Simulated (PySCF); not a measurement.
MnO, SMILES [O]=[Mn] (connectivity only; charge and spin as stated), neutral, multiplicity 6.

Geometry optimised at PBE0-D3(BJ)/def2-TZVPD. The spin state was assumed, not searched.

Two levels are set side by side: PBE/def2-TZVPD (PySCF) and M06-2X/def2-TZVPD (PySCF). Same geometry, gas phase. Differences are taken from unrounded values.

```tsv
quantity	M06-2X
α-spin orbital gap (eV)	5.41
β-spin orbital gap (eV)	3.45
dipole moment (D)	5.54
mean polarisability (bohr³)	50.5
```

Task: What does PBE give, and how far is it from M06-2X? (Estimate from the structure and the level; the computed values follow.)

Result: 
| quantity | PBE | PBE minus M06-2X |
|---|---|---|
| α-spin orbital gap (eV) | 1.72 | -3.68 |
| β-spin orbital gap (eV) | 3.59 | 0.14 |
| dipole moment (D) | 4.30 | -1.24 |
| mean polarisability (bohr³) | 44.6 | -5.9 |

Rough cost on one machine, each run with all the roots and properties that it gave: M06-2X against PBE about 2 times.
